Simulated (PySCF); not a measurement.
# Neon: a sound run and one with changed settings

Sound run: Ne+ [He] 2s2 2p5, Ne(2+) [He] 2s2 2p4. Computed with PySCF 2.14 in aug-cc-pVDZ (4s3p2d, 23 functions), with the non-relativistic Hamiltonian (point nucleus). In the sound run the correlated levels freeze 1s2. The sound run starts from symmetry-adapted Hartree-Fock orbitals and uses a fine grid where one is needed.

Changed run: basis STO-3G. This setting is unsound on purpose.

```csv
species,method,sound run (hartree),changed run (hartree),converged
Ne+,UHF,-127.76688,-126.06147,yes
Ne+,B3LYP,-128.12650,-126.34172,yes
Ne+,BP86,-128.11850,-126.33771,yes
Ne+,MP2,-127.90903,-126.06147,yes
Ne(2+),UHF,-126.32188,-124.57400,yes
Ne(2+),B3LYP,-126.60626,-124.79969,yes
Ne(2+),BP86,-126.59895,-124.79819,yes
Ne(2+),MP2,-126.41951,-124.57400,yes
```

Ionisation energy of Ne+:

| method | sound run (eV) | changed run (eV) |
| --- | --- | --- |
| UHF | 39.321 | 40.476 |
| B3LYP | 41.368 | 41.961 |
| BP86 | 41.349 | 41.892 |
| MP2 | 40.532 | 40.476 |
| SCS-MP2 | 40.480 | 40.476 |

A minimal basis cannot let orbitals breathe on ionisation and holds almost no correlation.

For comparison, NIST gives 40.963 eV between the lowest levels.
